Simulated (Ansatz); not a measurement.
Molecule: sum formula SiOF2, net charge 0, singlet state. 
Geometry from a B3LYP-D3(BJ)/def2-TZVP (Ansatz, a program for electronic structure) optimisation:
```
Si
O 1 1.5046
F 1 1.5705 2 127.64
F 1 1.5705 2 127.64 3 -180.00
```
Charge 0, spin multiplicity 1.

Basis-set convergence of Hartree-Fock and CCSD(T) correlation energies (hartree) with Ansatz. Valence correlation only, unless marked. No spin-orbit coupling. No relativistic terms.

| basis | functions | E(HF) | E(corr, CCSD(T)) |
|---|---|---|---|
| cc-pV(D+d)Z | 65 | -562.79092 | -0.66653 |
| cc-pV(T+d)Z | 129 | -562.92598 | -0.87062 |
| cc-pV(Q+d)Z | 229 | -562.95592 | -0.94426 |

Extrapolating the two largest sets (X = 3 and 4) as X^-3: E(corr) = (64·(-0.94426) - 27·(-0.87062))/37 = -0.9980 Eh, an estimate of the basis-set limit. The largest set recovers 94.6 % of it, the smallest 66.8 %.
